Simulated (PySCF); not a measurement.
## Ir²⁺: excitation energy

Ir²⁺ [Xe] 4f14 5d7 (4F) → Ir²⁺ [Xe] 4f14 5d6 6p1 (high-spin determinant), as a difference of total energies. Computed with PySCF 2.14 in aug-cc-pVDZ-PP with ECP60MDF (5s5p4d2f, 54 functions), with scalar relativity through the core potential. Correlated levels: valence: 5s2 5p6 frozen. The calculations carry no spin-orbit coupling.

```tsv
method	excitation energy (cm⁻¹)
UHF	70048
MP2 (valence)	74774
SCS-MP2 (valence)	77581
CCSD (valence)	74233
CCSD(T) (valence)	74107
```

The determinant of the upper state mixes LS terms, which raises its energy above the lowest term, most at the Hartree-Fock and MP2 levels.
